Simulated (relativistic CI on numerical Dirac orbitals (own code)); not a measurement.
# Ar III: calculation against measurement

Computed by Dirac-Coulomb-Breit CI, separate exchange-only KLI orbitals for each configuration, model QED (radiative potential, 1s self-energy scaled to tabulated hydrogen-like ionisation energies), valence Slater integrals scaled by 0.85, P86 correlation energy added to each configuration (own radial code, finite nucleus).

Configurations in the expansion (outside the closed core [Ne]): 3s2 3p4, 3s 3p5, 3s2 3p3 3d, 3p6, 3s 3p4 3d, 3s2 3p3 4s, 3s2 3p3 4p, 3s2 3p3 4d, 3s2 3p3 5s, 3s2 3p3 5p, 3s2 3p3 4f, 3s2 3p2 3d 4p, 3s2 3p2 3d2, 3s2 3p 3d3, 3s 3p2 3d3, 3s2 3p 3d2 4s, 3s2 3p 3d2 4p, 3s2 3p 3d2 4d, 3s2 3p2 3d 4s, 3s 3p2 3d2 4s, 3s2 3p 3d 4s2, 3s2 3p 3d 4s 4p, 3s2 3p 3d 4s 4d, 3s2 3p2 4s2, 3s 3p2 3d 4s2, 3s2 3p 4s2 4p, 3s2 3p 4s2 4d. Double excitations out of closed p, d and f shells are left out; levels of such configurations are missing from the list, as are those of other unlisted configurations, and high levels can miss mixing partners. These lack a partner that the ground configuration has and come out too high: 3s2 3p3 5s, 3s2 3p3 5p, 3s2 3p3 4f.

```
Configuration  Term (tabulated)  J  Measured (cm⁻¹)  Computed  Error  Purity (%)
      3s2 3p4                3P  2              0.0         0      0          97
      3s2 3p4                3P  1           1112.2      1098    -14          97
      3s2 3p4                3P  0           1570.2      1546    -24          97
      3s2 3p4                1D  2          14010.0     14033     23          96
      3s2 3p4                1S  0          33265.7     30776  -2490          95
       3s 3p5               3P°  2         113800.5    127149  13348          74
       3s 3p5               3P°  1         114797.4    128148  13350          73
       3s 3p5               3P°  0         115328.0    128680  13352          73
   3s2 3p3 3d               5D°  1         144885.5    155639  10753          99
   3s2 3p3 3d               5D°  2         144890.7    155639  10749          99
   3s2 3p3 3d               5D°  3         144897.5    155641  10743          99
   3s2 3p3 3d               5D°  4         144911.3    155646  10735          99
   3s2 3p3 3d               3D°  3         156915.5    170313  13398          99
   3s2 3p3 3d               3D°  2         156922.6    170313  13390          98
   3s2 3p3 3d               3D°  1         157029.8    170433  13403          99
   3s2 3p3 3d               1S°  0         161849.9    178467  16617         100
   3s2 3p3 3d               3F°  2         162757.3    174554  11797          98
   3s2 3p3 3d               3F°  3         163076.2    174890  11814          98
   3s2 3p3 3d               3F°  4         163477.0    175306  11829          99
   3s2 3p3 3d               3G°  3         172100.1    182861  10761          99
   3s2 3p3 3d               3G°  4         172136.6    182889  10752          99
   3s2 3p3 3d               3G°  5         172191.5    182929  10738          99
   3s2 3p3 4s               5S°  2         174378.5    183829   9451          99
   3s2 3p3 3d               1G°  4         175665.6    187614  11948          99
   3s2 3p3 3d               1D°  2         179529.5    191032  11503          98
   3s2 3p3 4s               3S°  1         180678.3    190237   9558          98
   3s2 3p3 3d               3F°  4         186402.9    196374   9971          98
   3s2 3p3 3d               3F°  3         186658.2    196655   9997          98
   3s2 3p3 3d               3F°  2         186904.0    196932  10028          98
   3s2 3p3 3d               3D°  1         187172.0    198926  11754          98
   3s2 3p3 3d               3D°  2         187823.9    199571  11747          97
   3s2 3p3 3d               3P°  0         188145.1    199912  11767          98
   3s2 3p3 3d               3P°  1         188517.9    200230  11712          98
   3s2 3p3 3d               3D°  3         188714.9    200477  11762          97
   3s2 3p3 3d               3P°  2         189380.8    201029  11648          98
   3s2 3p3 4s               3D°  1         196590.6    206907  10316          96
   3s2 3p3 4s               3D°  2         196615.2    206934  10319          96
   3s2 3p3 4s               3D°  3         196680.8    207013  10332          97
   3s2 3p3 4s               1D°  2         199763.4    210145  10381          97
   3s2 3p3 3d               1F°  3         200317.9    213073  12755          98
   3s2 3p3 4p                5P  1         204570.0    214543   9973          99
   3s2 3p3 4p                5P  2         204655.8    214625   9969          99
   3s2 3p3 3d               3S°  1         204728.4    210938   6210          96
   3s2 3p3 4p                5P  3         204803.3    214763   9960          99
   3s2 3p3 4s             3P° †  2         207233.0    217861  10628          87
   3s2 3p3 4s             3P° †  1         207532.3    217777  10244          90
   3s2 3p3 4s               3P°  0         207674.2    217745  10071          91
   3s2 3p3 4p                3P  1         209126.2    219187  10061          98
   3s2 3p3 4p                3P  2         209150.9    219213  10062          98
   3s2 3p3 4p                3P  0         209165.6    219224  10058          99
   3s2 3p3 3d               3D°  3         210212.7    219999   9786          85
   3s2 3p3 3d               3D°  2         211005.6    220791   9785          85
   3s2 3p3 4s               1P°  1         211063.8    221267  10203          84
   3s2 3p3 3d               3D°  1         211565.0    221334   9768          77
   3s2 3p3 3d               3P°  1         214347.6    228136  13789          65
   3s2 3p3 3d               3P°  0         214569.5    228507  13938          66
   3s2 3p3 3d               1D°  2         219337.5    227882   8545          65
   3s2 3p3 4p                1P  1         223663.2    235153  11490          74
   3s2 3p3 3d               1F°  3         224334.1    235442  11107          84
   3s2 3p3 4p                3D  2         225149.2    236037  10888          88
   3s2 3p3 4p              3D †  1         225156.6    236182  11025          74
   3s2 3p3 4p              3D †  3         225404.1    236273  10869          80
   3s2 3p3 4p                3F  2         226357.0    236677  10320          87
   3s2 3p3 4p                3F  3         226504.2    236849  10345          79
   3s2 3p3 4p                3F  4         226646.7    236936  10290          99
   3s2 3p3 4p                1F  3         227244.2    237590  10346          97
   3s2 3p3 4p                3P  2         231342.2    242326  10984          97
```

Measured levels from Saloman, J. Phys. Chem. Ref. Data 39, 033101 (2010); pairs were made by configuration, J and term (by order where the table uses no LS term), so strongly mixed levels may be paired wrongly.

Mean error by configuration (cm⁻¹): 3s2 3p4 -626; 3s 3p5 13350; 3s2 3p3 3d 11382; 3s2 3p3 4s 10079; 3s2 3p3 4p 10365. Over the excited levels the mean absolute error is 10403 cm⁻¹ (66 of the 69 excited levels that our extract of the source holds in range could be paired, and the others can miss by more), and the median relative error of those above 1,000 cm⁻¹ is 5.4 %. † marks terms whose computed intervals miss the measured ones by more than a factor of 2.5, or configurations far off the rest, from wrong mixing, a near crossing or a doubtful label or measurement; they are left out of the means.
